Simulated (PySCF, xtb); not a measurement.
C2H8AlBrN2, SMILES C[N](C)[Al]([NH2])[Br]. Other conformers were not sampled.

Harmonic wavenumbers (cm⁻¹) from GFN2-xTB (xtb) at its own minimum, in rising order: 48, 97, 140, 157, 198, 212, 234, 244, 290, 321, 404, 413, 501, 652, 828, 991, 1044, 1091, 1124, 1170, 1261, 1410, 1420, 1469, 1476, 1477, 1499, 1506, 2890, 2895, 2918, 2925, 2981, 2998, 3407, 3450.

What does ωB97X-D3(BJ)/def2-SVP in PySCF give at its own minimum? (The exact figures need the calculation; the answer reports its results.)

38, 110, 140, 163, 211, 226, 242, 274, 314, 343, 397, 420, 619, 711, 869, 1044, 1101, 1121, 1178, 1262, 1335, 1446, 1462, 1474, 1474, 1495, 1514, 1537, 3000, 3005, 3059, 3067, 3133, 3154, 3632, 3720. Paired by order, the mean absolute difference is 61 cm⁻¹ and the zero-point energies are 66.0 and 69.0 kcal/mol.
